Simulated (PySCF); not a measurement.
The isolated species `CC#C[C@@H]1C[Si@@H](N)O[SiH2]1` is ionised with Mg Kα (hν = 1253.6 eV). Calculated photoelectron kinetic energies of its computed core levels, recoil neglected:

```csv
line,kinetic energy (eV)
1,1146.72
2,1146.65
3,1146.10
4,1146.02
5,963.93
6,963.83
7,963.58
8,962.95
9,962.26
10,848.94
11,716.45
```

Level of theory: delta-SCF UKS SCAN, pcX-2 on the ionised atom, pcseg-1 elsewhere, spin-free X2C (PySCF).

Question: Convert to binding energies and name the level and atom behind each line. Numbering: `[CH3:1][C:2]#[C:3][C@@H:4]1[CH2:5][Si@@H:6]([NH2:7])[O:8][SiH2:9]1`.

Answer: Against the vacuum level, binding energy = hν − kinetic energy.

```
line  binding energy (eV)     level  atoms                  environment
   1               106.88  Si 2p3/2    Si9         oxygen-bound silicon
   2               106.95  Si 2p3/2    Si6         oxygen-bound silicon
   3               107.50  Si 2p1/2    Si9         oxygen-bound silicon
   4               107.58  Si 2p1/2    Si6         oxygen-bound silicon
   5               289.67      C 1s     C2                alkyne carbon
   6               289.77      C 1s     C3                alkyne carbon
   7               290.02      C 1s     C5  sp3 carbon bound to silicon
   8               290.65      C 1s     C4  sp3 carbon bound to silicon
   9               291.34      C 1s     C1           propargylic carbon
  10               404.66      N 1s     N7       silicon-bound nitrogen
  11               537.15      O 1s     O8              siloxane oxygen
```

Out of reach at this photon energy: Si 1s (1847.0 and 1846.8 eV).

Question: Where does line 4 move with hν = 1000.0 eV?

Answer: To 1000.0 − 107.58 = 892.42 eV; every photoline shifts by the change in photon energy, -253.6 eV.

The listed C 1s values span 1.67 eV, from C2 (bonded to C (triple bond) and C) to C1 (bonded to C and 3 H). The widest gap between neighbouring values is 0.69 eV, between 290.65 and 291.34 eV. Summing the Pauling electronegativity differences to the bonded atoms, each weighted by its formal bond order, gives 0.00 for the lowest site and -1.05 for the highest; the largest sum, 0.00, belongs to C3, 1.57 eV below the top. The smallest sum, -1.35, belongs to C5, 0.35 eV above the lowest.

Question: Which photon energy gives electrons from C 1s of C2 a kinetic energy of 20 eV, and what is their de Broglie wavelength?

Answer: hν = 289.67 + 20 = 309.67 eV, recoil neglected; λ = 12.264 Å/√(E/eV) = 2.74 Å.

Other core shells, valence and Auger electrons aren't listed. The 2p values add to the ΔSCF energy of one spin-free hole a correction within the shell (spin–orbit coupling, ligand field). 2p1/2 minus 2p3/2 (ligand field included): Si 0.62 eV. Geometry: PBE0-D3(BJ)/def2-SVP, one conformer, isolated molecule.
